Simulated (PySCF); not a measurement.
Can point charges reproduce the dipole moment of `ClC(Cl)[C@H](C(=O)NC)C=C`?

Coordinates (GFN2-xTB, Å) and charges (e) from the PBE0/pcSseg-1 density (PySCF):

| atom | x | y | z | Mulliken | IAO | Hirshfeld | ESP-fitted |
| --- | --- | --- | --- | --- | --- | --- | --- |
| C1 | -1.789 | 1.820 | 0.429 | -0.1057 | -0.3080 | -0.0955 | -0.4951 |
| C2 | -1.424 | 0.583 | 0.707 | -0.1321 | -0.1318 | -0.0451 | -0.0328 |
| C3 | -0.788 | -0.346 | -0.288 | -0.3164 | -0.1675 | -0.0524 | -0.0503 |
| C4 | 0.674 | -0.540 | 0.162 | +0.5538 | +0.4304 | +0.1688 | +0.3892 |
| O5 | 1.003 | -1.402 | 0.945 | -0.4345 | -0.5052 | -0.2745 | -0.4521 |
| N6 | 1.518 | 0.366 | -0.362 | -0.5166 | -0.3266 | -0.0972 | -0.3438 |
| C7 | 2.920 | 0.413 | -0.018 | -0.0876 | -0.3171 | -0.0597 | -0.0312 |
| C8 | -1.475 | -1.703 | -0.288 | -0.1499 | -0.0899 | +0.0348 | -0.4775 |
| Cl9 | -0.835 | -2.701 | -1.608 | -0.0525 | -0.0703 | -0.0506 | -0.0127 |
| Cl10 | -3.231 | -1.521 | -0.488 | -0.0524 | -0.0708 | -0.0509 | -0.0099 |
| H11 | -1.684 | 2.240 | -0.559 | +0.1077 | +0.1440 | +0.0464 | +0.2059 |
| H12 | -2.225 | 2.463 | 1.173 | +0.1255 | +0.1604 | +0.0537 | +0.2004 |
| H13 | -1.541 | 0.175 | 1.701 | +0.1214 | +0.1568 | +0.0502 | +0.1566 |
| H14 | -0.828 | 0.086 | -1.292 | +0.1399 | +0.1488 | +0.0379 | +0.1583 |
| H15 | 1.168 | 1.072 | -0.989 | +0.1955 | +0.2717 | +0.1349 | +0.2626 |
| H16 | 3.121 | -0.424 | 0.649 | +0.1460 | +0.1818 | +0.0524 | +0.0934 |
| H17 | 3.537 | 0.320 | -0.913 | +0.1215 | +0.1496 | +0.0500 | +0.0592 |
| H18 | 3.162 | 1.348 | 0.491 | +0.1208 | +0.1470 | +0.0485 | +0.0597 |
| H19 | -1.292 | -2.238 | 0.647 | +0.2156 | +0.1968 | +0.0485 | +0.3201 |

**Question.** What dipole does each set of charges give (1 e·Å = 4.803 D), and what does the density give?

**Answer.** The full density gives (1.56, 4.16, -0.70) D, 4.49 D in size; dipole vectors point from the negative to the positive end.

| scheme | μx | μy | μz | size (D) | share of the full size (%) | angle to the full dipole (°) |
| --- | --- | --- | --- | --- | --- | --- |
| Mulliken | 1.98 | 4.09 | 0.36 | 4.56 | 101 | 14 |
| IAO | 1.50 | 4.20 | -0.93 | 4.55 | 101 | 3 |
| Hirshfeld | 1.11 | 2.64 | -0.83 | 2.98 | 66 | 8 |
| ESP-fitted | 1.60 | 4.16 | -0.63 | 4.50 | 100 | 1 |

**Question.** Which set comes closest?

**Answer.** Length of the difference vector: ESP-fitted 0.07 D, IAO 0.24 D, Mulliken 1.14 D, Hirshfeld 1.59 D. Closest: ESP-fitted. ESP charges are fitted to the potential around the molecule, whose slowest-falling term is the dipole's. The schemes that divide the density aren't constrained to reproduce the dipole.

**Question.** What is left for the Hirshfeld atoms' own dipoles?

**Answer.** The Hirshfeld atoms' densities add up to the full density, so μ = Σ q r + Σ (atomic dipoles). The atomic dipoles sum to (1.56, 4.16, -0.70) − (1.11, 2.64, -0.83) = (0.45, 1.52, 0.13) D, 1.59 D in size.

**Question.** With the origin at the mean of the coordinates, (-0.001, 0.000, 0.005) Å, which are the largest single terms, by size, of the ESP-fitted dipole along the direction of the full one?

**Answer.** C8 +4.68, H19 -4.03, O5 +2.38, C1 -2.37, H15 +1.96 D; all 19 atoms together +4.50 D. The single terms depend on the origin, their sum doesn't.

**Question.** Give the size of the full dipole in other units.

**Answer.** 4.49 D = 1.768 au = 0.936 e·Å = 14.99 × 10⁻³⁰ C·m.

One conformer (not necessarily the lowest) at the GFN2-xTB geometry, without solvent, vibrations or thermal averaging.

Conformer computed: `[CH2:1]=[CH:2][C@@H:3]([C:4](=[O:5])[NH:6][CH3:7])[CH:8]([Cl:9])[Cl:10]`: C1–C2–C3–C4 111°, C2–C3–C4–O5 88°, C3–C4–N6–C7 177°, C2–C3–C8–Cl9 173°.
